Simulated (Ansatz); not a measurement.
Basis-set extrapolation for C$_{2}$H$_{3}$BCl$_{2}$O (PBE0-D4/def2-TZVP geometry, frozen core, Ansatz 0.2.0). Multiplicity 1, RHF reference.

```json
{"": "HF", "def2-TZVPP": "-1096.090496", "def2-QZVPP": "-1096.123491"}
{"": "MP2 correlation", "def2-TZVPP": "-1.033264", "def2-QZVPP": "-1.117136"}
{"": "CCSD(T) correlation", "def2-TZVPP": "-1.131127", "def2-QZVPP": "not run"}
```

Energies in hartree. Use E(X) = E(∞) + A·exp(−7.88·√X) for Hartree–Fock and E(X) = E(∞) + B·X^(−2.97) for correlation, with X = 3 and 4, and add CCSD(T) minus MP2 of the smaller set to the MP2 limit.

**Question.** What is the CCSD(T) energy at the basis-set limit?

**Answer.** HF limit: -1096.123491 + (-0.032995) × 0.13774 = -1096.12804. MP2 limit: -1.117136 + (-0.083872) × 0.74074 = -1.17926. Higher-order term: -1.131127 − (-1.033264) = -0.09786. Total: -1097.40516 hartree, 481.9 kJ/mol below CCSD(T)/def2-TZVPP.
